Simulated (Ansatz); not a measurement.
Reaction (substitution at a C–N bond): `C[NH][AlH][NH2]` + `[OH][Ge][Cl]` → `C[O][Ge][Cl]` + `[NH2][AlH][NH2]`

Computed with Ansatz on PBE0-D4/def2-TZVP structures; ΔE is electronic, products minus reactants. CCSD(T)/CBS is the MP2 limit (def2-TZVPP, def2-QZVPP) plus CCSD(T) − MP2 in def2-TZVPP, frozen cores. This one scheme is used for every species. For Ge outer-core shells are correlated without core-valence functions, which leaves a few kJ/mol of doubt a bond. Scalar relativity is left out up to krypton. One conformer a species, not always the lowest.

```json
{"species": "`C[NH][AlH][NH2]`", "MP2/def2-QZVPP energy (Eh)": "-393.64797"}
{"species": "`[OH][Ge][Cl]`", "MP2/def2-QZVPP energy (Eh)": "-2611.45738"}
{"species": "`C[O][Ge][Cl]`", "MP2/def2-QZVPP energy (Eh)": "-2650.67052"}
{"species": "`[NH2][AlH][NH2]`", "MP2/def2-QZVPP energy (Eh)": "-354.43101"}
```

Question: Work out ΔE.

Answer: ΔE = (-2650.67052) + (-354.43101) − (-393.64797) − (-2611.45738) = 0.00382 Eh = +2.4 kcal/mol. CCSD(T)/CBS gives +2.1 kcal/mol.

Largest T1 diagnostic among the species: 0.015.

Leaving LDA and LC-ωPBE aside and taking each functional with its dispersion term where it has one, the values, not all of them listed here, spread over 1.6 kcal/mol, from BLYP-D4 to PBE-QIDH.
